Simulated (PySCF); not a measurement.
Geometry:
```
atom   x (Å)   y (Å)   z (Å)
  C1  -1.124   2.533  -0.235
  N2  -1.254   1.421   0.014
 Al3  -1.455  -0.571   0.460
  C4   0.459  -0.986   0.455
  C5   1.660  -1.237   0.447
  C6   3.007  -1.509   0.437
  N7   4.150  -1.731   0.425
  H8  -0.997   3.582  -0.471
  H9  -2.263  -1.059  -0.818
 H10  -2.132  -0.465   1.895
```

Geometry: PBE0-D3(BJ)/def2-SVP; GIAO absolute shieldings from PySCF 2.14.0 with density-fitted response routines, gas phase, non-relativistic, averaged over equivalent atoms.

At PBE0/6-31G (73 basis functions, 10 s wall time on 1 thread of an Arm Neoverse N1, shared host):
```tsv
atoms	σ (ppm)
C1	93.2
C6	94.0
C4	102.9
C5	113.9
N7	2.8
N2	47.9
Al3	493.5
H8	27.91
H9/H10	27.95
```

Question: Predict the values at PBE0/cc-pVDZ on the same geometry.

Answer: 
```json
{"atoms": "C1", "σ at PBE0/cc-pVDZ": "89.3", "change": "-3.9"}
{"atoms": "C6", "σ at PBE0/cc-pVDZ": "94.1", "change": "+0.1"}
{"atoms": "C4", "σ at PBE0/cc-pVDZ": "97.4", "change": "-5.5"}
{"atoms": "C5", "σ at PBE0/cc-pVDZ": "113.1", "change": "-0.8"}
{"atoms": "N7", "σ at PBE0/cc-pVDZ": "0.5", "change": "-2.3"}
{"atoms": "N2", "σ at PBE0/cc-pVDZ": "43.0", "change": "-4.9"}
{"atoms": "Al3", "σ at PBE0/cc-pVDZ": "504.9", "change": "+11.4"}
{"atoms": "H8", "σ at PBE0/cc-pVDZ": "27.32", "change": "-0.59"}
{"atoms": "H9/H10", "σ at PBE0/cc-pVDZ": "27.30", "change": "-0.65"}
```

The largest change is at Al3 (aluminium bonded to C, N, 2 H). Cost: 117 basis functions, 16 s wall time on 1 thread of an Arm Neoverse N1, shared host. The order of the carbon signals is the same at both levels.
